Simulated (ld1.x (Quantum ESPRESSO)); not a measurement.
## platinum RRKJ: all-electron and pseudo phase curves

ld1.x (Quantum ESPRESSO) 7.5 input, shortened:

```
&input
   title='Pt', zed=78., rel=1, dft='PBESOL', iswitch=3,
   config='[Xe] 4f14 5d7 6s0 6p0'
 /
 &inputp
   pseudotype=2, tm=.false., lloc=0,
   nlcc=.false.
 /
3
6P  2  1   0.00   0.00  2.25  2.25  0.0
5D  3  2   7.00   0.00  2.56  2.56  0.0
6S  1  0   0.00   0.00  2.05  2.05  0.0
 &test
   configts(1)='5d7 6s0 6p0'
 /
```

The phase is arctan(r·u′/u) with u = r·R(r), unwrapped; energies in Ry, scanned from -5 to 5 Ry. A pole is an energy at which the radial function vanishes at the test radius. The pseudo phase is shifted by a multiple of π to meet the all-electron one at the reference energy, and phase errors are pseudo minus all-electron; the curves can meet again beyond the range given. Levels narrower than the energy grid can be missing from the lists of poles.

Task: For each channel, where are the poles, and over which energies does the pseudopotential scatter like the atom?

Result:

```json
{"channel": "s", "radius (bohr)": "2.79", "reference energy (Ry)": "-2.38", "poles, all-electron": "-1.19", "poles, pseudo": "-1.22, 4.16", "unbroken range about the reference energy with phases within 0.05 rad": "below 0.5", "phase error 1 Ry above the reference energy (rad)": "-0.004"}
{"channel": "p", "radius (bohr)": "2.79", "reference energy (Ry)": "-1.69", "poles, all-electron": "0.35", "poles, pseudo": "0.18", "unbroken range about the reference energy with phases within 0.05 rad": "below 1.2", "phase error 1 Ry above the reference energy (rad)": "-0.010"}
{"channel": "d", "radius (bohr)": "2.79", "reference energy (Ry)": "-2.85", "poles, all-electron": "-2.67, 2.95", "poles, pseudo": "-2.67, 4.42", "unbroken range about the reference energy with phases within 0.05 rad": "below -1.1", "phase error 1 Ry above the reference energy (rad)": "+0.014"}
```

Phases in the d channel:

```csv
E (Ry),all-electron,pseudo
-5.00,1.363,1.364
-4.74,1.351,1.353
-4.48,1.337,1.339
-4.22,1.320,1.322
-3.96,1.295,1.298
-3.70,1.258,1.261
-3.44,1.187,1.192
-3.18,0.967,0.977
-2.92,-0.894,-0.892
-2.66,-1.579,-1.577
-2.40,-1.703,-1.698
-2.14,-1.766,-1.758
-1.88,-1.816,-1.802
-1.62,-1.864,-1.844
-1.36,-1.920,-1.889
-1.10,-1.992,-1.943
-0.84,-2.095,-2.013
-0.58,-2.258,-2.111
-0.32,-2.546,-2.260
-0.06,-3.049,-2.501
0.20,-3.648,-2.896
0.46,-4.053,-3.415
0.72,-4.276,-3.850
0.98,-4.407,-4.122
1.24,-4.491,-4.286
1.50,-4.550,-4.391
1.76,-4.594,-4.463
2.02,-4.628,-4.516
2.28,-4.656,-4.556
2.54,-4.680,-4.588
2.80,-4.701,-4.613
3.06,-4.720,-4.635
3.32,-4.738,-4.654
3.58,-4.755,-4.670
3.84,-4.773,-4.684
4.10,-4.790,-4.697
4.36,-4.809,-4.710
4.62,-4.830,-4.721
4.88,-4.853,-4.732
```
